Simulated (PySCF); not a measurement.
# NMR problem set

Isolated molecule, averaged over atoms made equivalent by symmetry, fast rotation or ring inversion, a single conformation, relativity neglected. Structure optimised with PBE0-D3(BJ)/def2-SVP; GIAO PBE0/pcSseg-1 shieldings; J: B3LYP/pcJ-1 (spin–dipole term left out of most H,H and C,H couplings); PySCF 2.14.

Chemical shifts δ = σref − σ; TMS for $^{1}$H (σref 31.27) and $^{13}$C (σref 184.41), all at this level. Multiplet labels drop J under 1 Hz and among equivalent protons, and merge close values. Unscaled 3J(H,H) run several per cent high. Where no couplings were computed, multiplicities follow the n + 1 count of equivalent neighbours, and m marks all less simple cases (inequivalent or close neighbours, rings, F or P nearby). One-bond C–F couplings are unscaled and too large by tens of Hz. Shifts are as computed. Against solution values, carbons near 30 ppm lie about +2 ppm off and those near 130 ppm about +5 ppm. Of 1211 compounds with measured shifts, 218 miss one by over three times the rms of a fit or turn the order of signals round; such compounds aren't used in these exercises. OH and NH positions are gas-phase values without hydrogen bonding to other molecules.

**Question.** C8H11N. $^{1}$H NMR (400 MHz, computed): δ 7.06 (d, 2H), 6.70 (t, 1H), 3.07 (br s, 2H), 2.10 (s, 6H). $^{13}$C{$^{1}$H} NMR (computed): δ 147.7 (C), 133.9 (CH), 122.0 (C), 121.5 (CH), 19.2 (CH3). What is it?

**Answer.** SMILES Cc1cccc(C)c1N. Rings plus π bonds: 4 (1 ring in the answer). 5 carbon signals for 8 carbons: some carbons are equivalent by symmetry or fast rotation. Carbon types of the structure: 3 × C, 3 × CH, 2 × CH3, leaving 2 H on heteroatoms. δC 147.7: aromatic carbon bearing nitrogen; an ipso carbon deshielded by its heteroatom. δC 133.9, 121.5: aromatic CH. δC 122.0: substituted aromatic carbon. δC 19.2: methyl carbon on an aromatic ring; a saturated carbon with 1 carbon neighbour and no heteroatom attached.

This is the structure that produced the data.

**Question.** C6H3F3. $^{1}$H NMR (400 MHz, computed): δ 7.11 (m, 1H), 7.04 (m, 2H). $^{13}$C{$^{1}$H} NMR (computed): δ 159.9 (dd, J = 317.8, 7.5 Hz), 147.9 (dt, J = 318.1, 12.5 Hz), 127.6 (t, J = 5.1 Hz), 117.3 (m). Give a structure.

**Answer.** SMILES Fc1cccc(F)c1F. Rings plus π bonds: 4 (1 ring in the answer). 4 carbon signals for 6 carbons: some carbons are equivalent by symmetry or fast rotation. Carbon types of the structure: 3 × C, 3 × CH, which accounts for all hydrogens. δC 159.9, 147.9: aromatic carbon bearing fluorine; σ withdrawal by the attached heteroatom moves it downfield of the ring CH carbons. δC 127.6, 117.3: aromatic CH. δH 7.11, 7.04: hydrogen on an aromatic CH; ring-current deshielding.

The shifts were computed for this structure.
